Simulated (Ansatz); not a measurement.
**A cut through the energy surface**

SiNH2F2 (SMILES [NH][SiH](F)F), doublet, at its PBE0-D4/def2-TZVP minimum:

N1  (-0.025, 1.002, -0.904)
Si2  (0.188, -0.245, 0.273)
F3  (1.579, -0.941, -0.005)
F4  (-0.909, -1.390, 0.207)
H5  (-0.978, 1.157, -1.237)
H6  (0.187, 0.354, 1.618)
(Å)

The bond length N1–H5 (1.021 Å at the minimum) is set to the values below, the two halves moving rigidly along the bond. Each method's energies count from its own value at the PBE0-D4 minimum structure. 1 of 9 computed points, where the reference changed state or T1 grew large, are left out. Program: Ansatz 0.2.0. Basis: def2-TZVPP. Cores are frozen in the correlated methods; orbitals are unrestricted. B3LYP uses VWN-RPA correlation.

CCSD(T) energies along the scan:
```
bond length (Å)  CCSD(T) (kcal/mol)
          0.898                9.60
          0.934                4.39
          0.986                0.61
          1.047                0.34
          1.114                3.56
          1.186                9.65
          1.263               17.89
          1.344               27.51
```
They count from the CCSD(T) energy at the PBE0-D4 minimum.

Minimum and curvature along this coordinate at CCSD(T): A fifth-order fit through the nearest points gives 1.020 Å, with a curvature of about 43 eV/Å².

Treat the two halves as rigid bodies and work out the harmonic wavenumber of this stretch from that curvature (ν̃ = 521.5 √(k/μ) cm⁻¹ with k in eV/Å² and μ in u).

The halves weigh 81.10 and 1.01 u, so μ = 81.10 × 1.01/82.11 = 0.998 u and ν̃ = 521.5 √(43/0.998) ≈ 3400 cm⁻¹. A true normal mode mixes in other motions, so this is a guide only.

Largest difference from the CCSD(T) curve over the scan: r2SCAN-D4 0.13; PBE0-D4 0.78; B3LYP-D4 0.16; wB97M-V 0.90 kcal/mol. Each curve counts from its own value at the minimum.

No T1 diagnostic of these runs exceeds 0.016. ⟨S²⟩ of the unrestricted Hartree–Fock references: 0.76 to 0.78 (a pure state has 0.75).

For scale, one of the runs: CCSD(T)/def2-TZVPP, 163 basis functions (an equivalent command: `ansatz run in.yaml --threads 4`). Hardware: 4 CPU threads, shared host. Wall time 2.6 min; peak host memory 3.3 GiB.
